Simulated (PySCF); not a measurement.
Species: C4H10OSi.
Numbering: `[CH2:1]=[CH:2][CH2:3][CH2:4][O:5][SiH3:6]` (hydrogens: H7, H8 on C1; H9 on C2; H10, H11 on C3; H12, H13 on C4; H14, H15, H16 on Si6)

Structure used (PBE0-D3(BJ)/def2-SVP), in Å, numbered top down from 1:
```xyz
16
C4H10OSi angstrom
C     -2.8099    0.3548    0.6561
C     -1.6683   -0.2598    0.3444
C     -0.9232   -0.0921   -0.9412
C      0.5162    0.3533   -0.7392
O      1.2089   -0.6247   -0.0015
Si     2.7369   -0.3966    0.6213
H     -3.2996    1.0425   -0.0419
H     -3.3030    0.1907    1.6179
H     -1.2051   -0.9396    1.0690
H     -1.4359    0.6339   -1.5930
H     -0.8967   -1.0555   -1.4812
H      0.9987    0.5050   -1.7239
H      0.5328    1.3273   -0.2110
H      3.7346   -0.1731   -0.4725
H      2.7632    0.7911    1.5322
H      3.0753   -1.6338    1.3740
```

Level: PBE0/pcSseg-1 and B3LYP/def2-SVPD in PySCF, non-relativistic, on one gas-phase PBE0-D3(BJ)/def2-SVP geometry that isn't relaxed in the solvent. The solvent is an IEF-PCM continuum (cavity from Bondi-type radii × 1.2). Specific hydrogen bonds and non-electrostatic terms are outside this model.

Gas phase at PBE0/pcSseg-1: HOMO -7.40 eV, LUMO 0.23 eV, dipole 1.07 D.

Problem. What does the continuum do to the energy, the frontier levels and the dipole at PBE0/pcSseg-1 in chloroform and acetone?

Solution. 
```
   solvent      ε  E(solvent) − E(gas) (kJ/mol)  polarisation term (kJ/mol)  distortion of the solute (kJ/mol)  HOMO (eV)  LUMO (eV)  dipole (D)
chloroform  4.711                         -7.68                       -8.27                               0.59      -7.41       0.25        1.36
   acetone  20.49                        -10.47                      -11.63                               1.16      -7.44       0.24        1.48
```

The polarisation term is half the interaction of the solute with the surface charges that it induces; the rest is the cost of distorting the solute's density. The sum is the electrostatic part of solvation alone. From chloroform to acetone the lowering changes by a factor 1.36, Onsager's factor (ε − 1)/(2ε + 1) by 1.30 and ε itself by 4.3.

Problem. Which radius a makes the point-dipole formula ΔE = −[(ε − 1)/(2ε + 1)]·μ²/a³ give the value in acetone, with the gas-phase dipole?

Solution. μ = 0.421 au and |ΔE| = 0.00399 Eh give a = 1.45 Å; the farthest nucleus lies 3.77 Å from the centroid of the nuclei, so such a sphere wouldn't even hold the nuclei. The formula assumes a rigid point dipole at the centre of a sphere.

Problem. Give the dipole vector in the frame of the coordinates (D, pointing from negative to positive charge), gas and acetone.

Solution. Gas (0.29, 0.86, -0.56), solvent (0.38, 1.19, -0.80). Its length changes by +39 % and its direction by 1°.

Problem. Which ESP-fitted charges (PBE0/pcSseg-1) respond most in acetone (means over atoms taken as equivalent)?

Solution. 
| atoms | environment | gas (e) | solvent (e) | change |
| --- | --- | --- | --- | --- |
| O5 | silyl ether oxygen | -0.429 | -0.471 | -0.042 |
| C1 | terminal =CH2 carbon | -0.551 | -0.578 | -0.027 |
| C4 | sp3 carbon bound to oxygen | +0.224 | +0.250 | +0.026 |
| C3 | allylic carbon | -0.185 | -0.203 | -0.018 |
| Si6 | oxygen-bound silicon | +0.516 | +0.533 | +0.017 |
| H7 | vinylic hydrogen | +0.209 | +0.224 | +0.015 |
| C2 | alkene CH carbon | +0.015 | +0.004 | -0.011 |
| H10/H11 | methylene hydrogen | +0.083 | +0.093 | +0.010 |

Problem. Which Mayer bond orders change most in acetone?

Solution. 
```json
{"bond": "C4–O5", "length (Å)": "1.407", "gas": "0.887", "solvent": "0.873", "change": "-0.014"}
{"bond": "C2–C3", "length (Å)": "1.495", "gas": "1.026", "solvent": "1.018", "change": "-0.008"}
{"bond": "O5–Si6", "length (Å)": "1.666", "gas": "0.942", "solvent": "0.938", "change": "-0.004"}
{"bond": "C3–H10", "length (Å)": "1.102", "gas": "0.948", "solvent": "0.945", "change": "-0.003"}
{"bond": "C3–C4", "length (Å)": "1.520", "gas": "1.042", "solvent": "1.044", "change": "+0.002"}
{"bond": "C1–H7", "length (Å)": "1.095", "gas": "0.953", "solvent": "0.951", "change": "-0.002"}
{"bond": "C1–H8", "length (Å)": "1.093", "gas": "0.954", "solvent": "0.952", "change": "-0.002"}
{"bond": "Si6–H14", "length (Å)": "1.497", "gas": "0.912", "solvent": "0.914", "change": "+0.002"}
```

Gas phase at B3LYP/def2-SVPD: HOMO -7.21 eV, LUMO -0.19 eV, dipole 0.97 D.

Problem. What does the continuum do to the energy, the frontier levels and the dipole at B3LYP/def2-SVPD in acetone?

Solution. 
```json
{"solvent": "acetone", "ε": "20.49", "E(solvent) − E(gas) (kJ/mol)": "-9.27", "polarisation term (kJ/mol)": "-10.50", "distortion of the solute (kJ/mol)": "1.23", "HOMO (eV)": "-7.21", "LUMO (eV)": "-0.13", "dipole (D)": "1.42"}
```

Problem. How does the static polarisability (B3LYP/def2-SVPD, frozen core, with the continuum's full static response) change?

Solution. 
| medium | isotropic (au) | principal values (au) | ⟨r²⟩ of the electrons (bohr²) |
| --- | --- | --- | --- |
| gas | 82.8 | 69.2, 77.0, 102.2 | 1128.8 |
| acetone | 108.2 | 94.5, 102.9, 127.1 | 1128.3 |

The isotropic value in acetone is 1.31 times the gas-phase one; no cavity-field correction is applied. ⟨r²⟩ is taken about the centre of nuclear charge.
